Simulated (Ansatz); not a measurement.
Total energies of Be11O11 (started as a model of: (BeO)11 cage of four- and six-membered rings) from Ansatz at PBE0-D4/def2-SVP, gas phase (1 Eh = 27.2114 eV = 2625.5 kJ/mol). The reference geometry is relaxed at r2SCAN-D4/def2-SVP.

```xyz
22

Be   -1.489   -1.767    1.444
O    -0.027   -2.159    1.051
Be   -0.693   -2.077   -0.433
O    -2.206   -2.001    0.006
Be   -2.518   -0.462    0.190
O    -2.028   -0.317    1.755
Be   -0.865    0.685    1.847
O     0.678    0.281    1.952
Be    1.088   -1.070    1.242
O     2.182   -0.997    0.116
Be    1.509   -0.919   -1.364
O    -0.030   -1.192   -1.553
Be   -0.822    0.171   -1.732
O    -2.100    0.580   -0.855
Be   -1.141    1.805   -0.452
O    -0.650    2.032    0.990
Be    0.902    1.614    1.100
O    -0.131    1.616   -1.688
Be    2.673    0.423   -0.316
O     2.275    0.356   -1.889
Be    1.386    1.592   -1.461
O     2.007    1.806    0.048
```

| state | geometry | energy (Eh) |
| --- | --- | --- |
| charge 0 singlet | reference | -989.38102 |
| charge 1 doublet | reference | -988.99868 |
| charge 1 doublet | relaxed at r2SCAN-D4/def2-SVP | -989.00882 |
| charge -1 doublet | reference | -989.37520 |
| free Be atom (singlet) | – | -14.61855 |
| free O atom (triplet) | – | -74.92490 |

Task: Work out the vertical ionisation energy to the doublet.

Result: E(charge 1 doublet) − E(charge 0 singlet) = -988.99868 − (-989.38102) = 0.38234 Eh = 10.40 eV. For comparison, −ε of the highest occupied level is 8.75 eV at this level, 1.65 eV less.

Task: Work out the vertical electron affinity, to the doublet.

Result: E(charge 0 singlet) − E(charge -1 doublet) = -989.38102 − (-989.37520) = -0.00582 Eh = -0.16 eV; negative, so the extra electron isn't bound. The basis lacks diffuse functions, which makes affinities too small.

Task: Give the fundamental gap IE − EA, the Mulliken electronegativity (IE + EA)/2 and the hardness (IE − EA)/2.

Result: From the values in Eh: IE − EA = 0.38234 − (-0.00582) = 0.38816 Eh = 10.56 eV; (IE + EA)/2 = 5.12 eV; (IE − EA)/2 = 5.28 eV. The HOMO–LUMO gap of the same run is 7.82 eV, 2.74 eV smaller than the fundamental gap.

Task: How much does the charge 1 doublet relax, and what is the adiabatic ionisation energy?

Result: Relaxation: -988.99868 − (-989.00882) = 0.01014 Eh = 0.28 eV. Adiabatic ionisation energy: 0.37220 Eh = 10.13 eV, without zero-point energy. 

Task: What is the binding energy per atom against free atoms?

Result: Atoms: 11 × (-14.61855) + 11 × (-74.92490) = -984.97795 Eh. Binding: -984.97795 − (-989.38102) = 4.40307 Eh = 119.81 eV, or 5.45 eV for each of 22 atoms (no zero-point energy, no counterpoise term).

At PBE0-D4/def2-SVP the highest occupied level of the charge -1 doublet lies above zero (up to 1.36 eV). Energy differences disagree on whether the electron is bound (positive means bound): -0.16 eV (vertical, against the charge 0 singlet, at PBE0-D4/def2-SVP), but 0.22 eV at PBE-D4/def2-SVP.
